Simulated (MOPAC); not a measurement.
Job for MOPAC: AM1 on GeB, 2S+1 = 4, a spin state set in the input, which need not be the lowest, a point of a bond scan (R = 2.037 Å).

```
AM1 1SCF PRECISE CHARGE=0 UHF MS=1.5 THREADS=1
BGe

B      0.00000000 1     0.00000000 1     0.00000000 1
Ge     0.00000000 1     0.00000000 1     2.03671500 1
```

Output:

```
*******************************************************************************
 **                                                                           **
 **                              MOPAC v23.2.5                                **
 **                                                                           **
 *******************************************************************************
 ** MOPAC's Digital Object Identifier: https://doi.org/10.5281/zenodo.6511958 **
 **                                                                           **
 ** Please cite the open-source release paper for use of this MOPAC version:  **
 ** J. E. Moussa and J. J. P. Stewart (2026)                                  **
 ** MOPAC: An open-source semiempirical molecular orbital program             **
 ** J. Open Source Softw., 11(119), 8025, https://doi.org/10.21105/joss.08025 **
 *******************************************************************************

                              AM1 CALCULATION RESULTS

 *******************************************************************************
 *  AM1        - The AM1 Hamiltonian to be used
 *  UHF        - UNRESTRICTED HARTREE-FOCK CALCULATION
 *
 *
 *
 *                 CHARGE ON SYSTEM = 0
 *
 *
 *
 *  MS=        - IN MECI, MAGNETIC COMPONENT OF SPIN =  1.5
 *  PRECISE    - TIGHTER CRITERIA TO BE USED
 *  1SCF       - DO 1 SCF AND THEN STOP
 *  THREADS=1  - MULTI-THREADING NOT USED
 *  T=         - A TIME OF 172800.0 SECONDS REQUESTED
 *  DUMP=N     - RESTART FILE WRITTEN EVERY 7200.0 SECONDS REQUESTED
 *******************************************************************************
AM1 1SCF PRECISE CHARGE=0 UHF MS=1.5 THREADS=1
 BGe

   ATOM   CHEMICAL          X               Y               Z
  NUMBER   SYMBOL      (ANGSTROMS)     (ANGSTROMS)     (ANGSTROMS)

     1       B          0.00000000  *   0.00000000  *   0.00000000  *
     2      Ge          0.00000000  *   0.00000000  *   2.03671500  *



          CARTESIAN COORDINATES

    NO.       ATOM           X           Y           Z

     1         B          0.0000      0.0000      0.0000
     2        Ge          0.0000      0.0000      2.0367

  B: (AM1): M.J.S. DEWAR ET AL, ORGANOMETALLICS, 7, 513-521 (1988)
 Ge: (AM1): M.J.S.Dewar and C.Jie, Organometallics, 8, 1544, (1989)

           Empirical Formula: B Ge  =     2 atoms



      MOLECULAR POINT GROUP   :   C*v


          UHF CALCULATION, NO. OF ALPHA ELECTRONS =    5
                           NO. OF BETA  ELECTRONS =    2

 -------------------------------------------------------------------------------
 AM1 1SCF PRECISE CHARGE=0 UHF MS=1.5 THREADS=1
 BGe



     1SCF WAS SPECIFIED, SO BFGS WAS NOT USED
     SCF FIELD WAS ACHIEVED


                              AM1 CALCULATION
                                                       MOPAC v23.2.5 Linux




          FINAL HEAT OF FORMATION =        116.14511 KCAL/MOL =     485.95114 KJ/MOL


          COSMO AREA              =         93.90 SQUARE ANGSTROMS
          COSMO VOLUME            =         81.54 CUBIC ANGSTROMS

          IONIZATION POTENTIAL    =          8.368047 EV
          ALPHA SOMO LUMO (EV)    =         -8.991  1.423
          BETA  SOMO LUMO (EV)    =         -8.368 -1.400
          NO. OF ALPHA ELECTRONS  =          5
          NO. OF BETA  ELECTRONS  =          2
          MOLECULAR WEIGHT        =         83.4000         POINT GROUP:  C*v

          MOLECULAR DIMENSIONS (Angstroms)

            Atom       Atom       Distance
           Ge     2    B     1     2.03672
           Ge     2    B     1     0.00000
            B     1   Ge     2     0.00000


          SCF CALCULATIONS        =          1





   ATOM   CHEMICAL          X               Y               Z
  NUMBER   SYMBOL      (ANGSTROMS)     (ANGSTROMS)     (ANGSTROMS)

     1       B          0.00000000  *   0.00000000  *   0.00000000  *
     2      Ge          0.00000000  *   0.00000000  *   2.03671500  *

                             CARTESIAN COORDINATES

   1    B        0.000000000     0.000000000     0.000000000
   2   Ge        0.000000000     0.000000000     2.036715000


           Empirical Formula: B Ge  =     2 atoms



      MOLECULAR POINT GROUP   :   C*v


          ALPHA EIGENVALUES
 -18.34041 -10.08918  -9.04588  -8.99071  -8.99071   1.42273   1.42273   2.37630


           BETA EIGENVALUES
 -17.95975  -8.36805  -1.39973  -1.39973   0.82108   1.52053   1.52053   2.91435


              NET ATOMIC CHARGES AND DIPOLE CONTRIBUTIONS

  ATOM NO.   TYPE          CHARGE      No. of ELECS.   s-Pop       p-Pop
    1          B           0.632776        2.3672     1.95198     0.41525
    2         Ge          -0.632776        4.6328     1.12108     3.51169
 DIPOLE           X         Y         Z       TOTAL
 POINT-CHG.     0.000     0.000    -6.190     6.190
 HYBRID        -0.000     0.000     2.618     2.618
 SUM           -0.000     0.000    -3.572     3.572


          ATOMIC ORBITAL ELECTRON POPULATIONS

     Atom    s        px        py        pz
    1  B   1.95198   0.01287   0.01287   0.38951
    2 Ge   1.12108   0.98713   0.98713   1.53743


                    (SZ)    =    1.500000
                    (S**2)  =    3.761412


          ATOMIC ORBITAL SPIN POPULATIONS

    Atom   Total    s     px     py     pz
         Atomic
    1  B -0.0371  0.016  0.013  0.013 -0.079
    2 Ge  3.0371  0.788  0.987  0.987  0.275

 **********************
 *                    *
 * JOB ENDED NORMALLY *
 *                    *
 **********************




 == MOPAC DONE ==
```

The run finished.

Cost: roughly 0.03 core-seconds.
